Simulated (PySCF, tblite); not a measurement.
A database entry of computed molecular properties. Lists by class give the value and the number of equivalent atoms.

```json
{
 "formula": "C4H9PSSi2",
 "smiles": "CC(=S)C#C[Si@H]([SiH3])P",
 "inchi": "InChI=1S/C4H9PSSi2/c1-4(6)2-3-8(5)7/h8H,5H2,1,7H3/t8-/m0/s1",
 "charge": 0,
 "multiplicity": 1,
 "geometry_level": "GFN2-xTB",
 "atoms_angstrom": [
  ["C", 3.648, 0.359, -0.107],
  ["C", 2.427, 0.055, -0.907],
  ["S", 2.479, -0.255, -2.518],
  ["C", 1.195, 0.045, -0.25],
  ["C", 0.1, 0.022, 0.281],
  ["Si", -1.629, 0.092, 0.934],
  ["Si", -2.868, -1.77, 0.286],
  ["P", -2.547, 2.0, 0.144],
  ["H", 4.529, 0.344, -0.743],
  ["H", 3.553, 1.338, 0.363],
  ["H", 3.761, -0.377, 0.691],
  ["H", -1.466, 0.333, 2.379],
  ["H", -2.331, -2.967, 0.933],
  ["H", -2.834, -1.978, -1.162],
  ["H", -4.269, -1.627, 0.686],
  ["H", -1.375, 2.73, 0.167],
  ["H", -2.378, 1.668, -1.187]
 ],
 "electronic_structure_code": "PySCF",
 "results": {
  "GFN2-xTB geometry": {
   "point_group": "C1",
   "rotational_constants_GHz": [1.388, 0.399, 0.363]
  },
  "PBE0/pcSseg-1 ground state and GIAO shieldings, non-relativistic": {
   "dipole_D": 1.96,
   "homo_eV": -6.57,
   "lumo_eV": -2.92,
   "shift_vs_computed_TMS_C_by_class_ppm": [
    [242.7, 1],
    [120.0, 1],
    [119.5, 1],
    [45.5, 1]
   ],
   "shift_vs_computed_TMS_H_by_class_ppm": [
    [4.66, 1],
    [3.62, 3],
    [3.18, 3],
    [1.62, 2]
   ],
   "shielding_other_nuclei_by_class_ppm": [
    ["Si", 426.6, 1],
    ["Si", 460.2, 1],
    ["P", 587.9, 1],
    ["S", -733.9, 1]
   ],
   "charges_hirshfeld_e_by_atom": [-0.11, 0.05, -0.11, -0.04, -0.14, 0.24, 0.23, -0.01, 0.05, 0.06, 0.06, -0.07, -0.07, -0.06, -0.07, 0.0, -0.01]
  },
  "GFN2-xTB harmonic vibrations, gas phase": {
   "strongest_ir_bands_cm-1_km_per_mol_modes": [
    [567.9, 212.0, 1],
    [773.0, 501.2, 1],
    [2148.8, 199.8, 1],
    [2249.2, 225.0, 1],
    [2264.0, 348.0, 1],
    [2314.9, 215.5, 1]
   ],
   "zpe_kcal_per_mol": 64.6
  }
 }
}
```

With B = h/(8π²I), that is 505.379 GHz u Å² over I, the principal moments of inertia are 364.1, 1265.6 and 1390.4 u Å² (most abundant isotopes); the inertial defect Ic − Ia − Ib is -239.3 u Å² (zero for a rigid planar frame, negative otherwise). The zero-point energy, half the sum of the 45 harmonic wavenumbers, equals 22590 cm⁻¹ or 270 kJ/mol. The rotational constants make it an asymmetric top with κ = (2B − A − C)/(A − C) = -0.93, nearer the prolate limit (−1). The dipole equals about 6.5 × 10⁻³⁰ C·m (1 D = 3.33564 × 10⁻³⁰ C·m).

 NMR classes are plain means over equivalent atoms (diastereotopic ones count apart unless rotation or inversion swaps them), as if these changed places fast; in this geometry the members of some classes differ.

Shape of the structure used: `[CH3:1][C:2](=[S:3])[C:4]#[C:5][Si@H:6]([SiH3:7])[PH2:8]`: H–P8–Si6–C5 -34°, H–P8–Si6–C5 59°.

One conformer stands for the species.
